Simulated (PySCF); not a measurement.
**Interval between two levels of Ag³⁺ by level of theory**

Ag³⁺ [Kr] 4d8 [3F4, M_J = 4] → Ag³⁺ [Kr] 4d7 5s1 [5F5, M_J = 5], as a difference of total energies. Calculation: PySCF 2.14, in x2c-TZVPall-2c; the two-component X2C-1e Hamiltonian. Correlated levels: [Ar] 3d10 frozen; the 6 highest virtual spinors dropped. "Screened" scales the spin-orbit matrix elements by Boettger's factors to mimic the two-electron term; Breit and QED terms are absent.

```json
{"method": "GHF (spin-free)", "interval between two levels (cm⁻¹)": "96869"}
{"method": "GMP2 (spin-free)", "interval between two levels (cm⁻¹)": "97889"}
{"method": "GHF (screened spin-orbit)", "interval between two levels (cm⁻¹)": "96262"}
{"method": "GMP2 (screened spin-orbit)", "interval between two levels (cm⁻¹)": "97251"}
```

The labels give the starting determinants; with spin-orbit coupling the two ends relaxed to ⟨J²⟩ = 20.01, ⟨L²⟩ = 12.08, ⟨S²⟩ = 2.00 and ⟨J²⟩ = 30.01, ⟨L²⟩ = 12.22, ⟨S²⟩ = 5.91.
